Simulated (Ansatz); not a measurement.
`[AlH2][InH][Cl]` + `F[C@H]1C[C@@H]1F` → `F[C@H]1C[C@@H]1[AlH2]` + `[F][InH][Cl]`  (formal exchange of groups at the Al–In bond)

Isolated molecules relaxed with PBE0-D4/def2-TZVP in Ansatz; ΔE leaves out vibrations. CCSD(T)/CBS is the MP2 limit (def2-TZVPP, def2-QZVPP) plus CCSD(T) − MP2 in def2-TZVPP, frozen cores. This one scheme is used for every species. DFT in def2-TZVPP. def2 core potentials past Kr. For In outer-core shells are correlated without core-valence functions, which leaves a few kJ/mol of doubt a bond.

`[AlH2][InH][Cl]`:

```xyz
6

Al    0.251   -1.108   -0.857
In    0.181    1.099    0.623
Cl   -1.939    1.036    1.700
H    -0.314   -1.085   -2.339
H     0.797   -2.461   -0.233
H     1.024    2.519    1.106
```

`F[C@H]1C[C@@H]1F`:

```xyz
9

F     1.457   -0.399    1.243
C     0.510    0.324    0.588
C     0.252    0.033   -0.855
C    -0.740   -0.354    0.194
F    -1.906    0.341    0.279
H     0.457    1.353    0.928
H     0.024    0.880   -1.490
H     0.805   -0.773   -1.323
H    -0.859   -1.404    0.435
```

`F[C@H]1C[C@@H]1[AlH2]`:

Z-matrix (Å, degrees):
```
C
C 1 1.468
C 1 1.501 2 62.5
F 1 1.366 2 117.4 3 107.9
H 1 1.085 2 120.8 3 -111.4
H 2 1.083 1 116.3 3 -106.6
H 2 1.084 1 119.0 3 109.2
Al 3 1.932 1 121.8 2 -109.2
H 3 1.087 1 111.4 2 103.1
H 8 1.590 3 117.2 1 32.7
H 8 1.586 3 121.7 1 -148.0
```

`[F][InH][Cl]`:

Z-matrix (Å, degrees):
```
In
F 1 1.939
Cl 1 2.305 2 109.3
H 1 1.688 2 121.8 3 -180.0
```

| level | ΔE (kJ/mol) | difference from CCSD(T)/CBS |
| --- | --- | --- |
| PBE0-D4 | -87.3 | 21.4 |
| r2SCANh-D4 | -98.1 | 10.6 |
| PBE-QIDH | -98.4 | 10.3 |
| r2SCANh | -97.5 | 11.2 |
| BHLYP | -92.1 | 16.6 |
| CAM-B3LYP | -96.1 | 12.6 |
| LC-ωPBE | -102.7 | 6.0 |
| RPA@PBE/def2-TZVPP | -96.2 | 12.5 |
| HF/def2-SVP | -78.5 | 30.2 |
| MP2/def2-TZVPP | -114.6 | -5.9 |
| SCS-MP2/def2-TZVPP | -109.8 | -1.1 |
| CCSD(T)/def2-TZVPP | -101.1 | 7.6 |
| HF/def2-QZVPP | -93.8 | 14.9 |
| MP2/def2-QZVPP | -120.2 | -11.5 |
| SCS-MP2/def2-QZVPP | -115.6 | -6.9 |
| CCSD/CBS(def2) | -105.0 | 3.7 |
| CCSD(T)/CBS | -108.7 | 0 |

Largest T1 diagnostic among the species: 0.015.

At CCSD(T), def2-SVP lies +11.3 kJ/mol from the extrapolated value and def2-TZVPP +7.6 kJ/mol. The D4 term adds −3.4 kJ/mol with B3LYP and −1.8 kJ/mol with PBE0; it sums over pairs of atoms, weighted by their polarisabilities, and B3LYP, whose exchange is more repulsive, gets the larger term. In def2-TZVPP, CCSD(T) changes the Hartree–Fock value by −11.1 kJ/mol (the triples alone add −3.7 kJ/mol) and MP2 by −24.5 kJ/mol.

B3LYP here is the variant with VWN-RPA as its local correlation; programs differ in this.
